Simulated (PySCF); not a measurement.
Below is a simulated gas-phase C 1s photoelectron spectrum of hexamethyleneimine (`C1CCCCNC1`).

Every computed line was given a Gaussian of 0.6 eV full width at half maximum and an area set by the number of equivalent atoms; the highest printed point is 100. Level of theory: delta-SCF UKS SCAN, pcX-2 on the ionised atom, pcseg-1 elsewhere, spin-free X2C in PySCF 2.14.0.

(binding energy (eV), intensity): (289.3, 0), (289.4, 1), (289.5, 4), (289.6, 9), (289.7, 20), (289.8, 37), (289.9, 59), (290.0, 82), (290.1, 98), (290.2, 100), (290.3, 89), (290.4, 68), (290.5, 48), (290.6, 34), (290.7, 30), (290.8, 35), (290.9, 43), (291.0, 50), (291.1, 51), (291.2, 44), (291.3, 33), (291.4, 21), (291.5, 12), (291.6, 5), (291.7, 2), (291.8, 1), (291.9, 0)

How many maxima does the curve show, and how many computed lines lie under it?

The curve has 2 maxima (at 290.2 and 291.1 eV). Under it lie 3 lines from 3 inequivalent carbon sites. At this width some lines have no maximum of their own.

Decompose the envelope and assign each component. Numbering: `[CH2:1]1[CH2:2][CH2:3][CH2:4][NH:5][CH2:6][CH2:7]1`.

```
position (eV)  relative area  line  atoms                   environment
       290.12              2  C 1s  C1/C2               ring CH2 carbon
       290.21              2  C 1s  C3/C7               ring CH2 carbon
       291.06              2  C 1s  C4/C6  sp3 carbon bound to nitrogen
```

The listed C 1s values span 0.94 eV, from C1/C2 (bonded to 2 C and 2 H) to C4/C6 (bonded to N, C and 2 H). Summing the Pauling electronegativity differences to the bonded atoms, each weighted by its formal bond order, gives -0.70 for the lowest site and -0.21 for the highest; no listed site has a larger sum than the highest.

No satellites, vibrations or lifetime broadening are included. One atom of each set of topologically equivalent atoms was ionised and stands for the set; in this conformer not all members are related by symmetry, and their own values weren't computed. The structure is a single PBE0-D3(BJ)/def2-SVP conformer in the gas phase; no vibrational or solvent corrections.

Time: 80 s wall. Hardware: one thread, x86-64 server, on a shared host.
